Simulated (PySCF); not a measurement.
## Working out the excitation energy of B²⁺

B²⁺ [He] 2s1 (2S) → B²⁺ [He] 3d1 (2D). Calculation: PySCF 2.14, in aug-cc-pwCVDZ; the non-relativistic Hamiltonian (point nucleus). Frozen: nothing. Energies in hartree (1 hartree = 27.21139 eV):

| part | B²⁺ (lower) | B²⁺ (upper) |
| --- | --- | --- |
| UHF | -23.374410 | -22.480430 |
| CCSD correlation | -0.027292 | -0.025724 |
| (T) | -0.000010 | -0.000001 |

Problem. What does Hartree-Fock give?

Solution. (-22.480430) − (-23.374410) = 0.893980 hartree = 24.326 eV.

Problem. What do CCSD and CCSD(T) give?

Solution. The CCSD correlation energies differ by 0.001568 hartree = 0.043 eV and the triples by 0.000009 hartree = 0.000 eV, so CCSD gives 24.369 eV and CCSD(T) 24.369 eV.

A double-zeta basis recovers only part of the correlation energy.
